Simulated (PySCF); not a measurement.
# Computed records: GeH2O2Si, BGeH6Si

All values are calculated (PySCF 2.14.0). Calculation on a computer-drawn molecule: optimised geometry and harmonic frequencies of an isolated molecule of the commonest isotopes, restricted reference for singlets and unrestricted otherwise, frozen core in MP2; on germanium a core potential holds 10 electrons, which the energies leave out, and 3d is frozen in MP2 and coupled-cluster steps.

Common to all runs: multiplicity 1; basis cc-pV(D+d)Z; basis and core potential on germanium cc-pVDZ-PP ECP10MDF.

(1) GeH2O2Si

Start structure:
```xyz
6
GeH2O2Si
O     -1.0365    -2.1819     2.2428
Ge    -1.4921    -0.6953     1.8171
O     -0.6103     0.7379     2.2602
Si     0.3264     1.5700     3.3581
H     -2.6681    -0.2221     0.9935
H      1.2515     2.2392     2.3490
```

Here we set charge 0 and method MP2.

The calculation gives: rotational constants 11.83, 1.909, 1.668 GHz; total energy -733.7200 hartree; convergence status largest gradient component 9.264e-06 hartree/bohr.

Drawn bonds:
| atom | other atom | order |
| --- | --- | --- |
| 1 | 2 | 2 |
| 2 | 3 | 1 |
| 3 | 4 | 1 |
| 2 | 5 | 1 |
| 4 | 6 | 1 |

Optimised structure:
```xyz
6
GeH2O2Si
O     -1.1048    -2.1910     2.3923
Ge    -1.5074    -0.6913     1.8195
O     -0.5002     0.7861     2.0040
Si     0.4586     1.3249     3.2989
H     -2.7043    -0.2311     0.9922
H      1.1290     2.4502     2.5138
```

Modes:
| frequency (cm⁻¹) | reduced mass (dalton) |
| --- | --- |
| 59.44 | 6.148 |
| 121.1 | 8.019 |
| 186.2 | 1.411 |
| 280.6 | 4.883 |
| 472.8 | 1.2 |
| 528.4 | 7.231 |
| 748.8 | 1.191 |
| 863.5 | 1.526 |
| 939.6 | 2.748 |
| 1001 | 14.48 |
| 2064 | 1.044 |
| 2226 | 1.021 |

(2) BGeH6Si

Start structure:
```xyz
9
BGeH6Si
Si     1.2847     2.2419    -0.1788
B      0.2014     0.9419     0.8246
Ge     1.0315    -0.6065     1.7936
H      1.8608     3.4852     0.3229
H      1.6985     2.0777    -1.6243
H     -0.9236     1.0471     0.8216
H      0.6730    -0.5270     3.2632
H      0.4856    -1.8893     1.2493
H      2.4666    -0.6113     1.7753
```

Settings of this run: charge 1 and method HF.

It finds rotational constants 20.66, 1.664, 1.602 GHz; total energy -610.1554 hartree; convergence status largest gradient component 2.331e-05 hartree/bohr.

Drawn bonds:
| atom | other atom | order |
| --- | --- | --- |
| 1 | 2 | 1 |
| 2 | 3 | 1 |
| 1 | 4 | 1 |
| 1 | 5 | 1 |
| 2 | 6 | 1 |
| 3 | 7 | 1 |
| 3 | 8 | 1 |
| 3 | 9 | 1 |

Optimised structure:
```xyz
9
BGeH6Si
Si     1.2828     2.2659    -0.2223
B      0.1666     0.9575     0.7915
Ge     1.0676    -0.6558     1.8526
H      1.8715     3.4550     0.4055
H      1.7059     2.0349    -1.6087
H     -1.0191     1.0828     0.8006
H      0.6385    -0.4563     3.2995
H      0.4791    -1.9101     1.2217
H      2.5857    -0.6143     1.7068
```

Modes:
| frequency (cm⁻¹) | reduced mass (dalton) |
| --- | --- |
| 60.34 | 1.151 |
| 91.69 | 4.612 |
| 227.7 | 1.064 |
| 416.4 | 2.631 |
| 421.5 | 1.072 |
| 477.9 | 1.039 |
| 492.2 | 1.34 |
| 682.1 | 2.667 |
| 737.4 | 1.472 |
| 756 | 1.564 |
| 880.3 | 1.054 |
| 893.7 | 1.183 |
| 950 | 1.031 |
| 960.9 | 1.023 |
| 1036 | 1.118 |
| 2257 | 1.021 |
| 2270 | 1.013 |
| 2273 | 1.024 |
| 2391 | 1.029 |
| 2423 | 1.056 |
| 2780 | 1.091 |
